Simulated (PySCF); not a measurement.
SnF3, SMILES [F][Sn+]([F])[F], charge +1. Coordinates come from a PBE-D3(BJ)/def2-SVP optimisation. The spin state was assumed, not searched. The isomer is the one that the SMILES or the coordinates give; other isomers of the formula were not compared. The def2 effective core potentials stand for the cores of Sn; spin–orbit coupling is left out.

Computed with PBE-D3(BJ)/def2-SVP (PySCF).

Harmonic wavenumbers (cm⁻¹): 123, 123, 141, 623, 698, 698. Rotational constants (GHz): 4.915, 4.915, 2.458; symmetry number 6.

**Question.** Work out the zero-point energy and the ideal-gas rigid-rotor harmonic-oscillator thermochemistry at 298.15 K and 1 atm.

**Answer.** ZPE = ½ Σ hcν = ½ × 2406 cm⁻¹ = 14.39 kJ/mol. H − E(el) = 30.65 kJ/mol. Entropy in J/(mol K): translation 173.21, rotation 94.29, vibration 41.52, total 309.02. G − E(el) = -61.48 kJ/mol. Cp = 68.49 J/(mol K). Modes under 150 cm⁻¹ make the vibrational entropy uncertain.
